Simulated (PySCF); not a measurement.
Z-matrix (Å, degrees):
```
B
H 1 1.1912
H 1 1.1912 2 129.48
```
Charge 0, spin multiplicity 2.

Question: Estimate the dipole moment, highest occupied spin orbital and total energy that PBE0-D3(BJ)/def2-TZVP run with PySCF returns for this input.

Answer: 
```json
{
 "dipole_moment": "0.50 D",
 "highest_occupied_spin_orbital": "-6.16 eV",
 "total_energy": "-25.8949 Ha"
}
```
